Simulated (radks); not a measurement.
All-electron atom: the tungsten ion W2+ in [Xe] 4f14 5d4 (the NIST ground configuration).

Calculated with a radial shooting solver on a logarithmic mesh with Libxc functionals: scalar-relativistic Kohn-Sham, PBE, spin-polarised, spherical densities, finite nucleus; open shells are filled with parallel spins first (spin-orbit coupling, left out, can overturn this in heavy ions); Fermi nuclear charge, rms radius 5.3658 fm.

Energy parts (eV):
| part | energy |
|---|---|
| total | -439169.76 |
| kinetic | 483725.57 |
| electron-nucleus | -1084568.68 |
| Hartree | 170445.99 |
| exchange-correlation | -8772.64 |

Orbitals (lengths in bohr, moments of r in powers of bohr; r(max) is where P^2 peaks; r(90%) holds 90 % of the orbital's charge):
1s up: occ. 1; eigenvalue (eV) -69485.99; <r^2> 0.0004631; r(max) 0.01146; <r^4> 5.819e-07; r(90%) 0.0334
1s down: occ. 1; eigenvalue (eV) -69486.00; <r^2> 0.0004631; r(max) 0.01146; <r^4> 5.819e-07; r(90%) 0.0334
2s up: occ. 1; eigenvalue (eV) -12007.00; <r^2> 0.007121; r(max) 0.06568; <r^4> 0.00008754; r(90%) 0.120
2s down: occ. 1; eigenvalue (eV) -12006.82; <r^2> 0.007121; r(max) 0.06568; <r^4> 0.00008754; r(90%) 0.120
2p up: occ. 3; eigenvalue (eV) -10505.15; <r^2> 0.005892; r(max) 0.05388; <r^4> 0.00006873; r(90%) 0.113
2p down: occ. 3; eigenvalue (eV) -10505.01; <r^2> 0.005891; r(max) 0.05388; <r^4> 0.00006873; r(90%) 0.113
3s up: occ. 1; eigenvalue (eV) -2777.480; <r^2> 0.04622; r(max) 0.1853; <r^4> 0.003218; r(90%) 0.295
3s down: occ. 1; eigenvalue (eV) -2777.438; <r^2> 0.04622; r(max) 0.1853; <r^4> 0.003218; r(90%) 0.295
3p up: occ. 3; eigenvalue (eV) -2332.518; <r^2> 0.04698; r(max) 0.1834; <r^4> 0.003462; r(90%) 0.301
3p down: occ. 3; eigenvalue (eV) -2332.467; <r^2> 0.04698; r(max) 0.1834; <r^4> 0.003462; r(90%) 0.301
3d up: occ. 5; eigenvalue (eV) -1820.053; <r^2> 0.03897; r(max) 0.1494; <r^4> 0.002676; r(90%) 0.283
3d down: occ. 5; eigenvalue (eV) -1819.940; <r^2> 0.03897; r(max) 0.1494; <r^4> 0.002676; r(90%) 0.283
4s up: occ. 1; eigenvalue (eV) -585.5737; <r^2> 0.2282; r(max) 0.4206; <r^4> 0.07553; r(90%) 0.645
4s down: occ. 1; eigenvalue (eV) -585.4257; <r^2> 0.2282; r(max) 0.4207; <r^4> 0.07552; r(90%) 0.645
4p up: occ. 3; eigenvalue (eV) -439.5639; <r^2> 0.2599; r(max) 0.4411; <r^4> 0.1007; r(90%) 0.695
4p down: occ. 3; eigenvalue (eV) -439.4288; <r^2> 0.2599; r(max) 0.4412; <r^4> 0.1006; r(90%) 0.695
4d up: occ. 5; eigenvalue (eV) -254.3139; <r^2> 0.3031; r(max) 0.4522; <r^4> 0.1485; r(90%) 0.767
4d down: occ. 5; eigenvalue (eV) -254.1520; <r^2> 0.3028; r(max) 0.4522; <r^4> 0.1479; r(90%) 0.766
4f up: occ. 7; eigenvalue (eV) -49.1864; <r^2> 0.4691; r(max) 0.4288; <r^4> 0.5302; r(90%) 1.01
4f down: occ. 7; eigenvalue (eV) -48.8040; <r^2> 0.4589; r(max) 0.4286; <r^4> 0.4965; r(90%) 1.00
5s up: occ. 1; eigenvalue (eV) -95.6418; <r^2> 1.290; r(max) 0.9649; <r^4> 2.454; r(90%) 1.54
5s down: occ. 1; eigenvalue (eV) -93.9302; <r^2> 1.270; r(max) 0.9603; <r^4> 2.373; r(90%) 1.53
5p up: occ. 3; eigenvalue (eV) -60.1077; <r^2> 1.779; r(max) 1.096; <r^4> 4.858; r(90%) 1.83
5p down: occ. 3; eigenvalue (eV) -57.7898; <r^2> 1.746; r(max) 1.087; <r^4> 4.691; r(90%) 1.81
5d up: occ. 4; eigenvalue (eV) -20.9591; <r^2> 4.061; r(max) 1.481; <r^4> 29.11; r(90%) 2.87
5d down: occ. 0; eigenvalue (eV) -18.0125; <r^2> 4.149; r(max) 1.462; <r^4> 31.13; r(90%) 2.92

The highest occupied level is 5d up at -20.959 eV. Summed over all electrons, <r^2> = 41.73 bohr^2, which gives a Langevin (diamagnetic) susceptibility term of -33.1 x 10^-6 cm^3/mol. The spin density at the nucleus is -19.12 e/bohr^3 (1s -0.07, 2s -1.32, 3s 0.21, 4s 1.46, 5s -19.40). The density falls to 0.001 e/bohr^3 at r = 3.71 bohr. The electron density at the nucleus is 1.516e+06 e/bohr^3 (large components only).
